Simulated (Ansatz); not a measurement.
C2H7BO, SMILES `CBOC`. Charge 0, multiplicity 1.

```xyz
11

C    -0.524   -0.859    1.630
B    -0.439    0.006    0.334
O     0.667   -0.054   -0.435
C     0.803    0.700   -1.619
H     0.372   -1.457    1.812
H    -0.704   -0.221    2.502
H    -1.388   -1.531    1.579
H    -1.338    0.735   -0.009
H     1.681    1.344   -1.531
H    -0.082    1.316   -1.803
H     0.952    0.020   -2.460
```

Problem. Give the diagnostics of a CCSD(T)/def2-TZVPP run (frozen core, Ansatz 0.2.0). (Estimate.)

Solution. The calculation gave: T1 = 0.0125, largest single amplitude 0.029, largest double 0.019, (T) share of the correlation energy 3.5 %, 9 CCSD cycles. The RHF solution is stable towards an unrestricted one. T1 lies under the customary mark of 0.02 for closed shells.
